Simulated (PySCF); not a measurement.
# Shapes and spin states of [MoF3]+

Level of theory: PBE0 in PySCF with Mo def2-TZVP with ECP28, F def2-TZVP; scalar-relativistic core potentials, no spin–orbit coupling; density-fitted integrals.

Relaxations began from a few typed shapes and spin states; open shells are unrestricted. The search is not exhaustive: other isomers or separated fragments can lie lower, and high-lying points may rest on an excited occupation.

Question: Order these stationary points by electronic energy, lowest first, in kJ/mol from the lowest minimum.
A. singlet (closed shell, unstable to spin polarisation) D3h: Mo–F 1.755 Å (×3); F–Mo–F 120.0° (×3)
B. broken-symmetry Ms = 0 (⟨S²⟩ 1.00) C2v: Mo–F 1.756 Å, Mo–F 1.780 Å (×2); F–Mo–F 105.0°, F–Mo–F 127.5° (×2)
C. broken-symmetry Ms = 0 (⟨S²⟩ 0.96) C2v: Mo–F 1.756 Å, Mo–F 1.775 Å (×2); F–Mo–F 108.1°, F–Mo–F 126.0° (×2)
D. triplet C2v: Mo–F 1.758 Å, Mo–F 1.780 Å (×2); F–Mo–F 105.8°, F–Mo–F 127.1° (×2)
E. singlet (closed shell, unstable to spin polarisation) C2v: Mo–F 1.764 Å (×2), Mo–F 1.830 Å; F–Mo–F 107.3° (×2), F–Mo–F 145.3°
F. singlet (closed shell, unstable to spin polarisation) C2v: Mo–F 1.758 Å, Mo–F 1.799 Å (×2); F–Mo–F 94.8°, F–Mo–F 132.6° (×2)

Answer: D (0.0), C (31.8), B (36.2), A (80.1), F (143.6), E (149.2).

Question: Which of them are minima?

Answer: By energy in kJ/mol, 0.0: minimum; 31.8: minimum; 36.2: minimum; 80.1: not settled, its softest mode being under 30 cm⁻¹; 143.6: minimum of the closed-shell surface only; 149.2: saddle point, 1 imaginary mode.

Formally Mo is in oxidation state +4, d2, with 2 unpaired electrons (the high-spin count). The Mulliken spin on Mo is 1.95. The polar-tensor charge on Mo, 2.77, is below the formal one.

For the lowest minimum: other spin states or occupations of the open shell can lie lower.

The electron or spin density has lower symmetry than the nuclear frame for the broken-symmetry Ms = 0 (⟨S²⟩ 0.96) C2v at 31.8 kJ/mol.
